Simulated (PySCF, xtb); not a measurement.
CCl2F, SMILES F[C](Cl)Cl (connectivity only; charge and spin as stated), charge +1, multiplicity 1.

GFN2-xTB (xtb) at its own geometry gives an orbital gap of 3.00 eV.

Coordinates come from a B3LYP-D3(BJ)/def2-SVP optimisation. The spin state was assumed, not searched. The isomer is the one that the SMILES or the coordinates give; other isomers of the formula were not compared.

**Question.** What does PySCF with B3LYP/def2-TZVPD give? (An estimate is asked for; the answer gives what the named calculation found.)

**Answer.** gap 5.77 eV (levels -16.14 and -10.37 eV).
